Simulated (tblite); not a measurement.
C6H15PSi.
Structure used (GFN2-xTB), in Å, numbered top down from 1:
```
atom  x, y, z in Å
C1    -2.822   -0.783   -0.025
C2    -1.859    0.055    0.337
C3    -2.025    1.543    0.228
P4    -0.294   -0.454    1.119
C5    -0.239   -2.263    0.731
Si6    1.175    0.265   -0.439
C7     2.773   -0.743   -0.184
C8     1.573    2.098   -0.103
H9    -2.733   -1.852    0.056
H10   -3.754   -0.418   -0.429
H11   -1.544    1.907   -0.680
H12   -1.558    2.038    1.079
H13   -3.078    1.815    0.191
H14   -0.446   -2.455   -0.320
H15   -0.964   -2.788    1.352
H16    0.753   -2.630    0.982
H17    0.740    0.109   -1.845
H18    2.674   -1.758   -0.557
H19    3.030   -0.800    0.870
H20    3.607   -0.283   -0.703
H21    2.467    2.394   -0.642
H22    0.770    2.757   -0.415
H23    1.749    2.272    0.955
```

Method: GFN2-xTB as coded in tblite; computed harmonic values from a numerical Hessian at the method's own geometry, unscaled. The method is semi-empirical: single wavenumbers can be off by several per cent or more. Modes of hydrogen on silicon can be 10 to 20 % off. One conformer, not necessarily the lowest.

Harmonic wavenumbers (cm⁻¹): 32.9, 52.8, 91.0, 102.6, 123.5, 133.3, 142.3, 170.4, 186.5, 212.0, 233.3, 250.6, 320.3, 372.9, 426.9, 465.9, 580.5, 623.2, 638.1, 673.7, 693.4, 733.6, 750.8, 800.9, 823.6, 831.4, 846.5, 867.3, 878.7, 883.0, 946.8, 1005.3, 1033.5, 1190.7, 1312.7, 1366.6, 1370.2, 1394.4, 1412.8, 1454.2, 1467.2, 1475.4, 1478.3, 1484.1, 1488.3, 1491.4, 1496.0, 1669.4, 2101.7, 2992.4, 2996.8, 2999.9, 3013.0, 3019.7, 3022.9, 3031.6, 3036.0, 3044.3, 3046.0, 3050.2, 3053.8, 3078.1, 3132.2.

A = 1874, B = 1051, C = 761.4 MHz; mass 146.068 u (most abundant isotopes); point group C1, symmetry number 1.

Q: What is the zero-point energy?

A: ½Σν̃ = 41549 cm⁻¹ = 118.79 kcal/mol.

Q: Entropy at 273.15 K, 1 bar (ideal gas, RRHO, classical rotation)?

A: Translation 40.44, rotation 29.49, vibration 41.11: S = 111.0 cal/(mol K).

Q: And Cp and H(273.15 K) − H(0)?

A: Cp = 46.61 cal/(mol K), of which vibrations give 38.66 (their classical limit is 63 R = 125.2); H(273.15 K) − H(0) = 7.93 kcal/mol without the zero-point energy, 5.76 from vibrations.

Q: Which modes carry the vibrational entropy at 273.15 K?

A: 32.9 cm⁻¹: 5.47; 52.8 cm⁻¹: 4.54; 91.0 cm⁻¹: 3.47; 102.6 cm⁻¹: 3.23; 123.5 cm⁻¹: 2.88; 133.3 cm⁻¹: 2.73 cal/(mol K); the other 57 give 18.79 together.

Q: Blend soft modes into free rotors: weight 1/[1 + (100 cm⁻¹/ν̃)⁴] for the oscillator and the rest for a rotor with moment μB/(μ + B), μ = h/(8π²ν), B = 10⁻⁴⁴ kg m². What vibrational entropy results?

A: 37.73 cal/(mol K) in place of 41.11, which changes −T·S at 273.15 K by +0.92 kcal/mol.

Hindered rotation and anharmonicity are outside this model. Other conformers, if any are populated, would add a mixing term that is left out. The structure is chiral; the term R ln 2 for an equal mix with its mirror image is left out.

Time: 0.98 s of wall time. Hardware: Arm Neoverse V2, one thread, shared host. This covers the Hessian and the dipole derivatives.
